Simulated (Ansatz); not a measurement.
Steps of a relaxation of C$_{4}$H$_{11}$ClFGaSi, SMILES `C[Si](C)(C)[CH2][Ga]([F])[Cl]` with RKS PBE0-D4/def2-TZVP.

```sh
$ ansatz run in.yaml --threads 4 --pin off --events-out ev --progress --plain --max-ram 66560MiB --backend cuda --devices 0, --max-vram 37GiB
```

```yaml
crystal:
  periodic: [false, false, false]
  atoms:
    - {symbol: C, position_ang: [-0.426450, -2.342230, -0.118990]}
    - {symbol: Si, position_ang: [-0.056510, -0.495740, 0.182460]}
    - {symbol: C, position_ang: [1.782950, -0.104360, -0.144590]}
    - {symbol: C, position_ang: [-0.555750, 0.071360, 1.932200]}
    - {symbol: C, position_ang: [-1.058020, 0.555130, -1.070170]}
    - {symbol: Ga, position_ang: [-0.176640, 2.378070, -1.144700]}
    - {symbol: F, position_ang: [0.331820, 2.902030, -2.770370]}
    - {symbol: Cl, position_ang: [0.285820, 3.830390, 0.295370]}
    - {symbol: H, position_ang: [0.103060, -2.957800, 0.599930]}
    - {symbol: H, position_ang: [-1.485240, -2.556510, -0.015710]}
    - {symbol: H, position_ang: [-0.119860, -2.658950, -1.110920]}
    - {symbol: H, position_ang: [2.024700, 0.884060, 0.250210]}
    - {symbol: H, position_ang: [1.981630, -0.086620, -1.215780]}
    - {symbol: H, position_ang: [2.463670, -0.817260, 0.308970]}
    - {symbol: H, position_ang: [-1.586920, -0.184660, 2.157010]}
    - {symbol: H, position_ang: [-0.453960, 1.151060, 2.022640]}
    - {symbol: H, position_ang: [0.067740, -0.386200, 2.694050]}
    - {symbol: H, position_ang: [-1.023000, 0.157500, -2.083480]}
    - {symbol: H, position_ang: [-2.099040, 0.660730, -0.768110]}
basis:
  gaussian: {orbitals: def2-TZVP}
hamiltonian: {xc: pbe0, dispersion: d4}
relax: {f_tol: 0.005, max_steps: 150}
```

Positions (Å) and forces (eV/Å) along the path, 8 of 21 steps:

```xyz
19
step=1 energy=-79808.8178 eV
C    -0.426   -2.342   -0.119    0.185    0.726    0.230
Si   -0.057   -0.496    0.182   -0.209   -0.026   -0.204
C     1.783   -0.104   -0.145   -0.727   -0.003    0.052
C    -0.556    0.071    1.932    0.227   -0.251   -0.680
C    -1.058    0.555   -1.070    0.912    0.724    0.638
Ga   -0.177    2.378   -1.145   -0.624   -1.222   -1.224
F     0.332    2.902   -2.770   -0.083   -0.129    0.540
Cl    0.286    3.830    0.295    0.103    0.309    0.463
H     0.103   -2.958    0.600    0.166   -0.174    0.216
H    -1.485   -2.557   -0.016   -0.269    0.024    0.036
H    -0.120   -2.659   -1.111    0.098    0.027   -0.245
H     2.025    0.884    0.250    0.090    0.112    0.102
H     1.982   -0.087   -1.216    0.035   -0.071   -0.159
H     2.464   -0.817    0.309    0.114   -0.146    0.142
H    -1.587   -0.185    2.157   -0.235   -0.074   -0.023
H    -0.454    1.151    2.023    0.049    0.176    0.000
H     0.068   -0.386    2.694    0.177   -0.113    0.144
H    -1.023    0.158   -2.083    0.081    0.043   -0.110
H    -2.099    0.661   -0.768   -0.091    0.066    0.082
19
step=9 energy=-79808.9987 eV
C    -0.430   -2.263   -0.133    0.012    0.015    0.014
Si   -0.042   -0.455    0.162    0.021   -0.025    0.005
C     1.785   -0.139   -0.133   -0.011    0.020    0.000
C    -0.499    0.049    1.903    0.001    0.000   -0.019
C    -1.042    0.596   -1.047   -0.017    0.059   -0.015
Ga   -0.268    2.355   -1.249    0.039   -0.043    0.022
F     0.468    2.882   -2.750   -0.008    0.018    0.007
Cl   -0.055    3.813    0.301   -0.014    0.003   -0.019
H     0.118   -2.895    0.571   -0.003   -0.008   -0.001
H    -1.497   -2.464   -0.004   -0.003    0.000    0.001
H    -0.150   -2.568   -1.145   -0.002    0.006    0.002
H     2.064    0.890    0.120   -0.004   -0.007   -0.009
H     2.066   -0.319   -1.174   -0.003    0.001    0.004
H     2.400   -0.792    0.492   -0.002   -0.012    0.002
H    -1.556   -0.145    2.106    0.007    0.003    0.003
H    -0.316    1.115    2.065   -0.002   -0.007    0.005
H     0.090   -0.507    2.637   -0.003    0.002    0.002
H    -1.070    0.143   -2.041   -0.007   -0.008    0.001
H    -2.067    0.705   -0.683   -0.001   -0.017   -0.006
19
step=11 energy=-79808.9996 eV
C    -0.434   -2.263   -0.130    0.001   -0.002    0.004
Si   -0.039   -0.457    0.161    0.002   -0.004    0.002
C     1.788   -0.147   -0.137   -0.010   -0.010   -0.006
C    -0.490    0.051    1.903    0.003    0.006   -0.006
C    -1.038    0.596   -1.047    0.010    0.015   -0.005
Ga   -0.267    2.357   -1.241   -0.007    0.006    0.023
F     0.494    2.887   -2.727    0.007    0.004   -0.001
Cl   -0.123    3.843    0.292   -0.004   -0.022   -0.018
H     0.114   -2.901    0.569   -0.003    0.002   -0.002
H    -1.501   -2.459    0.003    0.002    0.000    0.001
H    -0.162   -2.567   -1.145   -0.001   -0.001    0.002
H     2.070    0.883    0.108    0.006    0.002    0.001
H     2.067   -0.335   -1.178   -0.002    0.003    0.002
H     2.400   -0.800    0.491    0.002    0.005   -0.001
H    -1.549   -0.132    2.106    0.006    0.002    0.001
H    -0.296    1.115    2.066   -0.005   -0.008    0.004
H     0.092   -0.512    2.637   -0.002    0.003   -0.002
H    -1.061    0.144   -2.043    0.001   -0.002    0.002
H    -2.065    0.699   -0.687   -0.005    0.001    0.000
19
step=14 energy=-79809.0003 eV
C    -0.443   -2.264   -0.120   -0.007   -0.002   -0.007
Si   -0.037   -0.458    0.156    0.006    0.001    0.007
C     1.788   -0.156   -0.157    0.007    0.002    0.003
C    -0.478    0.061    1.897   -0.002   -0.002    0.005
C    -1.035    0.594   -1.055   -0.021   -0.021    0.001
Ga   -0.273    2.359   -1.221    0.033    0.035   -0.032
F     0.582    2.880   -2.661   -0.022   -0.011    0.036
Cl   -0.238    3.860    0.302   -0.002   -0.005   -0.006
H     0.108   -2.899    0.579    0.002    0.001    0.003
H    -1.510   -2.454    0.026    0.002    0.000    0.000
H    -0.182   -2.576   -1.134    0.000    0.000    0.003
H     2.079    0.872    0.087   -0.004   -0.003   -0.002
H     2.055   -0.341   -1.201   -0.001    0.000    0.000
H     2.404   -0.813    0.463   -0.002   -0.001   -0.001
H    -1.534   -0.126    2.109   -0.001   -0.001   -0.002
H    -0.289    1.126    2.057    0.002    0.003   -0.003
H     0.111   -0.497    2.631    0.001   -0.001   -0.002
H    -1.040    0.147   -2.052    0.003    0.002   -0.001
H    -2.068    0.684   -0.707    0.006    0.002   -0.002
19
step=15 energy=-79809.0004 eV
C    -0.444   -2.264   -0.118   -0.004   -0.001   -0.004
Si   -0.037   -0.459    0.156    0.001    0.002    0.000
C     1.788   -0.158   -0.159    0.005    0.001    0.002
C    -0.476    0.062    1.897   -0.001   -0.001    0.004
C    -1.034    0.594   -1.056   -0.008   -0.013    0.002
Ga   -0.273    2.360   -1.218    0.023    0.025   -0.036
F     0.588    2.883   -2.654   -0.021   -0.013    0.036
Cl   -0.252    3.862    0.304   -0.001   -0.001   -0.001
H     0.106   -2.899    0.581    0.001    0.000    0.002
H    -1.511   -2.453    0.028    0.001    0.000    0.000
H    -0.184   -2.579   -1.132    0.000    0.000    0.002
H     2.081    0.870    0.085   -0.002   -0.002   -0.001
H     2.054   -0.343   -1.204    0.000    0.000    0.000
H     2.404   -0.815    0.460   -0.001   -0.001   -0.001
H    -1.533   -0.123    2.109   -0.001    0.000   -0.001
H    -0.286    1.127    2.055    0.002    0.002   -0.001
H     0.113   -0.496    2.630    0.001   -0.001   -0.001
H    -1.036    0.148   -2.054    0.002    0.002    0.000
H    -2.067    0.683   -0.710    0.004    0.002   -0.001
19
step=17 energy=-79809.0004 eV
C    -0.450   -2.265   -0.113    0.004    0.002    0.005
Si   -0.034   -0.460    0.153   -0.003   -0.003   -0.006
C     1.792   -0.168   -0.165   -0.004    0.001   -0.001
C    -0.469    0.067    1.894    0.001    0.001   -0.004
C    -1.028    0.593   -1.060    0.016    0.009    0.003
Ga   -0.279    2.367   -1.209   -0.009    0.003   -0.010
F     0.600    2.896   -2.630   -0.003   -0.004    0.013
Cl   -0.308    3.874    0.309    0.003   -0.008   -0.006
H     0.098   -2.898    0.590   -0.002    0.000   -0.002
H    -1.517   -2.449    0.033   -0.001    0.000    0.000
H    -0.189   -2.586   -1.125    0.000    0.000   -0.001
H     2.088    0.859    0.075    0.002    0.000    0.000
H     2.054   -0.356   -1.209    0.000   -0.001    0.000
H     2.406   -0.827    0.455    0.001   -0.001    0.001
H    -1.527   -0.110    2.107    0.001    0.001    0.001
H    -0.271    1.131    2.050   -0.001   -0.002    0.002
H     0.117   -0.494    2.627   -0.001    0.001    0.001
H    -1.019    0.152   -2.061   -0.001    0.000    0.002
H    -2.065    0.675   -0.722   -0.003   -0.001    0.000
19
step=18 energy=-79809.0005 eV
C    -0.450   -2.265   -0.113    0.002    0.002    0.003
Si   -0.034   -0.460    0.153    0.001    0.000   -0.004
C     1.792   -0.169   -0.166   -0.001    0.000    0.002
C    -0.468    0.068    1.894    0.001    0.000   -0.002
C    -1.027    0.592   -1.061    0.004    0.005    0.002
Ga   -0.282    2.368   -1.209   -0.001    0.001   -0.002
F     0.602    2.898   -2.625   -0.002   -0.002    0.002
Cl   -0.312    3.873    0.310    0.000   -0.003   -0.001
H     0.098   -2.898    0.591   -0.001    0.000   -0.001
H    -1.518   -2.448    0.034   -0.001    0.000    0.000
H    -0.190   -2.586   -1.124    0.000    0.000   -0.001
H     2.089    0.858    0.074    0.000   -0.001    0.000
H     2.054   -0.358   -1.210    0.000   -0.001    0.000
H     2.406   -0.828    0.454    0.001   -0.001    0.001
H    -1.526   -0.109    2.107    0.000    0.000    0.000
H    -0.270    1.132    2.050    0.000    0.000    0.001
H     0.117   -0.493    2.627    0.000    0.000    0.001
H    -1.017    0.152   -2.061   -0.001   -0.001    0.001
H    -2.065    0.672   -0.724   -0.001   -0.001   -0.001
19
step=21 energy=-79809.0005 eV
C    -0.453   -2.264   -0.111    0.000    0.000    0.000
Si   -0.032   -0.460    0.152    0.001    0.000    0.001
C     1.795   -0.174   -0.167    0.000    0.000    0.000
C    -0.464    0.071    1.892    0.000    0.000    0.000
C    -1.024    0.592   -1.063   -0.001    0.000   -0.001
Ga   -0.288    2.371   -1.206   -0.002   -0.001    0.004
F     0.603    2.906   -2.616    0.002    0.002   -0.004
Cl   -0.337    3.875    0.313    0.000    0.000   -0.001
H     0.093   -2.898    0.593    0.000    0.000    0.000
H    -1.521   -2.444    0.036    0.000    0.000    0.000
H    -0.194   -2.587   -1.123    0.000    0.000    0.000
H     2.095    0.852    0.069    0.000    0.000    0.000
H     2.056   -0.367   -1.211    0.000    0.000    0.000
H     2.407   -0.833    0.455    0.000    0.000    0.000
H    -1.523   -0.102    2.105    0.000    0.000    0.000
H    -0.263    1.134    2.048    0.000    0.000    0.000
H     0.119   -0.491    2.626    0.000    0.000    0.000
H    -1.008    0.153   -2.064    0.000    0.000    0.000
H    -2.063    0.666   -0.729    0.000    0.000    0.000
```

It took 53 s on 4 threads of an AMD EPYC 7R13 on a shared host and a share of an NVIDIA H100 80 GB, with 1.5 GiB of host memory at the peak.
